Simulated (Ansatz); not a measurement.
This geometry of ClH6NOSn (10 atoms, charge 0, multiplicity 1) is a first-order saddle point.

Theory: Ansatz 0.2.0, RHF/def2-SVP.

```xyz
10
Properties=species:S:1:pos:R:3
Sn 0.001 0.382 -0.186
Cl 1.184 -0.132 3.042
H 1.414 -0.435 -0.596
O -0.539 1.352 -1.808
H -1.455 1.522 -1.963
H -1.346 -0.423 0.446
N 0.522 1.888 1.183
H 1.290 2.469 0.884
H -0.232 2.501 1.451
H 0.892 1.061 2.210
```

Question: Which two structures does it join? (They come from a converged band through this point; their orientation in space is the band's.)

Answer: Bonds broken: Sn1–Cl2, N7–H10. Bonds formed: Sn1–N7, Cl2–H10. ClH6NOSn becomes ClH + H5NOSn.

Image 0:

```xyz
10
Properties=species:S:1:pos:R:3
Sn 0.014 -0.043 0.086
Cl -0.317 -0.494 2.402
H 1.629 -0.174 -0.424
O -1.042 1.485 -0.594
H -1.840 1.246 -1.041
H -0.888 -1.354 -0.580
N 0.987 2.140 1.107
H 1.943 2.383 0.906
H 0.384 2.833 0.694
H 0.862 2.162 2.105
```

Image 6:

```xyz
10
Properties=species:S:1:pos:R:3
Sn -0.047 0.431 -0.297
Cl 1.357 -0.003 3.558
H 1.343 -0.472 -0.640
O -0.541 1.257 -2.013
H -1.404 1.624 -2.125
H -1.391 -0.394 0.339
N 0.455 1.888 1.053
H 1.211 2.487 0.766
H -0.302 2.479 1.355
H 1.050 0.885 2.666
```

Question: How far does it lie above each of them?

Answer: 1.42 eV above the first and 0.19 eV above the second. This is the barrier of this one path; another mechanism may lie lower. The orbitals stay closed-shell, which can raise the energy where a bond breaks towards radicals; this wasn't checked here.

Run time: 2.1 min on 2 threads of Arm Neoverse V2 (shared host), peak memory 0.22 GiB.
